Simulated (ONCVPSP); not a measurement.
u(r) = r·R(r): atom against pseudo-atom (strontium (Sr))

Columns: radius, all-electron u(r) and pseudo u(r) of the 4s shell (level -50.97 eV) of strontium in the configuration [Ar] 3d10 4s2 4p6 5s0.5; LDA (Perdew-Zunger), scalar-relativistic, ONCV scheme, ONCVPSP 4.0.1.

| r (bohr) | all-electron | pseudo |
| --- | --- | --- |
| 0.115 | 0.3257 | 0.1064 |
| 0.230 | -0.1450 | 0.2147 |
| 0.345 | -0.5053 | 0.3258 |
| 0.460 | -0.4006 | 0.4388 |
| 0.575 | -0.0630 | 0.5505 |
| 0.690 | 0.3059 | 0.6559 |
| 0.805 | 0.6094 | 0.7490 |
| 0.920 | 0.8191 | 0.8237 |
| 1.035 | 0.9386 | 0.8751 |
| 1.150 | 0.9850 | 0.9002 |
| 1.265 | 0.9773 | 0.8985 |
| 1.380 | 0.9329 | 0.8722 |
| 1.495 | 0.8661 | 0.8255 |
| 1.610 | 0.7874 | 0.7635 |
| 1.725 | 0.7044 | 0.6922 |
| 1.840 | 0.6220 | 0.6169 |
| 1.955 | 0.5437 | 0.5420 |
| 2.070 | 0.4712 | 0.4708 |
| 2.185 | 0.4054 | 0.4054 |
| 2.300 | 0.3468 | 0.3468 |
| 2.415 | 0.2951 | 0.2951 |
| 2.530 | 0.2501 | 0.2500 |
| 2.645 | 0.2111 | 0.2111 |
| 2.760 | 0.1776 | 0.1776 |
| 2.875 | 0.1490 | 0.1490 |
| 2.990 | 0.1247 | 0.1246 |

Question: How many radial nodes do the two functions have?

Answer: The all-electron 4s function has n − l − 1 = 3 (the table is too coarse to show those close to the nucleus); the pseudo-wave has 0, since the states of the same l below it are removed with the core.

Question: At about which radius was the pseudo-wave matched?

Answer: 2.30 bohr. The columns agree to 0.0005 from 2.07 bohr on; several derivatives are matched, so the curves merge somewhat inside the radius.

Question: Is the pseudo-wave norm-conserving?

Answer: Yes: the ONCV scheme keeps the norm inside the radius equal to the all-electron one, which fixes the energy derivative of the logarithmic derivative at the level.
